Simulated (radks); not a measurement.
Values are calculated unless marked as measured or tabulated.
Species: Pr2+. Configuration: [Xe] 4f3 (the NIST ground configuration).

Code: a radial shooting solver on a logarithmic mesh with Libxc functionals. Model: scalar-relativistic Kohn-Sham, PBEsol, spin-polarised, spherical densities, point nucleus; open shells are filled with parallel spins first (spin-orbit coupling, left out, can overturn this in heavy ions).

Energy parts (eV):
| part | energy |
|---|---|
| total | -251252.18 |
| kinetic | 266844.71 |
| electron-nucleus | -608976.57 |
| Hartree | 96651.30 |
| exchange-correlation | -5771.61 |

Orbitals (lengths in bohr, moments of r in powers of bohr):
orbital  occ.  eigenvalue (eV)      <r^4>
1s down     1        -41811.21  1.647e-06
1s up       1        -41811.21  1.647e-06
2s up       1        -6737.006  0.0002700
2s down     1        -6736.998  0.0002700
2p up       3        -6030.084  0.0001982
2p down     3        -6030.079  0.0001982
3s up       1        -1463.131    0.01089
3s down     1        -1462.386    0.01087
3p up       3        -1239.264    0.01137
3p down     3        -1238.523    0.01135
3d up       5        -924.7758   0.009370
3d down     5        -924.1989   0.009343
4s up       1        -301.3849     0.2791
4s down     1        -299.3204     0.2787
4p up       3        -228.2722     0.3677
4p down     3        -226.1833     0.3672
4d up       5        -123.7549     0.6195
4d down     5        -121.6362     0.6210
5s up       1         -52.3639      9.415
5s down     1         -50.9433      9.749
5p up       3         -34.5978      18.01
5p down     3         -33.4852      18.90
4f up       3         -14.5567      8.753
4f down     0         -12.7162      11.45

The highest occupied level is 4f up at -14.557 eV. For comparison, the ionisation energy in NIST's Atomic Spectra Database is 21.624 eV (measured). In exact Kohn-Sham theory the highest level is minus the ionisation energy, but local and semilocal functionals leave it too shallow, through self-interaction and a potential that decays too fast; potentials with the right tail come closer.
